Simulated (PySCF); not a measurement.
## Simulated characterisation data

Method: geometry from GFN2-xTB, σ from GIAO-PBE0/pcSseg-1, B3LYP/pcJ-1 coupling constants (spin–dipole term left out of most H,H and C,H couplings), in PySCF (a single conformation, averaged over atoms made equivalent by symmetry, fast rotation or ring inversion, in vacuum, relativity neglected).

Chemical shifts δ = σref − σ; 1H and 13C vs TMS, all at this level. Multiplet labels drop J under 1 Hz and among equivalent protons, and merge close values. Unscaled 3J(H,H) run several per cent high. Where no couplings were computed, multiplicities follow the n + 1 count of equivalent neighbours, and m marks all less simple cases (inequivalent or close neighbours, rings, F or P nearby). Shifts are as computed. Against solution values, carbons near 30 ppm lie about +3 ppm off and those near 130 ppm about +5 ppm. Of 1211 compounds with measured shifts, 218 miss one by over three times the rms of a fit or turn the order of signals round; such compounds aren't used in these exercises.

**1.** `C=NN=C(C)C`, C4H8N2. 1H NMR (500 MHz, computed): δ 6.19 (m, 1H), 6.14 (m, 1H), 1.96 (s, 3H), 1.66 (s, 3H). 13C{1H} NMR (computed): δ 131.8, 118.9, 27.4, 16.6.

**2.** `C1CCC(C2CC2)CC1`, C9H16. 1H NMR (500 MHz, computed): δ 1.82 (m, 2H), 1.81 (m, 1H), 1.59 (m, 2H), 1.58 (m, 2H), 1.46 (m, 2H), 1.21 (m, 1H), 1.09 (m, 1H), 0.50 (m, 1H), 0.49 (m, 2H), 0.05 (m, 2H). 13C{1H} NMR (computed): δ 43.5, 34.3, 30.8, 25.5, 14.8, 6.6.
